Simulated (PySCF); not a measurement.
**Structure from NMR data**

An unknown has the formula C2H10N2OSi3. Its calculated NMR data are:

¹H NMR (600 MHz, computed): δ 7.40 (m, 1H), 7.40 (m, 1H), 5.44 (m, 1H), 5.37 (d, 1H), 5.33 (m, 1H), 5.16 (m, 1H), 5.12 (d, 1H), 0.50 (br s, 1H), 0.31 (br s, 2H).

¹³C{¹H} NMR (computed): δ 158.7 (CH), 155.4 (CH).

How the numbers were obtained: structure optimised with GFN2-xTB, PBE0/pcSseg-1 with gauge-including orbitals, in PySCF 2.14 (equivalent nuclei averaged, non-relativistic Hamiltonian, one computed conformer, isolated molecule).

Scale: TMS for ¹H and ¹³C (reference shieldings calculated alike).

Propose a structure and justify it.

Results:


1. Rings plus π bonds: 2 (1 ring in the answer).
2. 2 carbon signals for 2 carbons: no two carbons are equivalent.
3. Carbon types of the structure: 2 × CH, leaving 8 H on heteroatoms.
4. δC 158.7, 155.4: alkene CH; the olefinic region.
5. δH 7.40, 7.40: hydrogen on an alkene CH; a vinylic proton, deshielded by the sp2 carbon and the C=C anisotropy.
6. δH 5.44: hydrogen on a silicon bonded to C, N, O, in a 5-membered ring.
7. δH 5.37, 5.12: hydrogen on a silicon bonded to N, O.
8. δH 5.33, 5.16: hydrogen on a silicon bonded to C, N, in a 5-membered ring.
9. δH 0.50: hydrogen on a nitrogen bonded to 2 Si, in a 5-membered ring; exchangeable; this is the value without hydrogen bonding to other molecules.
10. δH 0.31: hydrogen on a nitrogen bonded to Si; exchangeable; this is the value without hydrogen bonding to other molecules.

These data were computed for SMILES N[SiH2]O[Si@@H]1C=C[SiH2]N1.

The data come from this structure; uniqueness wasn't tested.

OH and NH positions are those of a molecule without intermolecular hydrogen bonds; in solution they move with solvent, concentration and temperature, and exchange usually removes their couplings. Shifts are as computed. Against solution values, carbons near 30 ppm lie about +3 ppm off and those near 130 ppm about +5 ppm. Of 1309 compounds with measured shifts, 239 miss one by over three times the rms of a fit or turn the order of signals round; such compounds aren't used in these exercises. Multiplicities follow the n + 1 count of equivalent neighbours, as no J values were calculated; m marks all less simple cases, F and P coupling included.
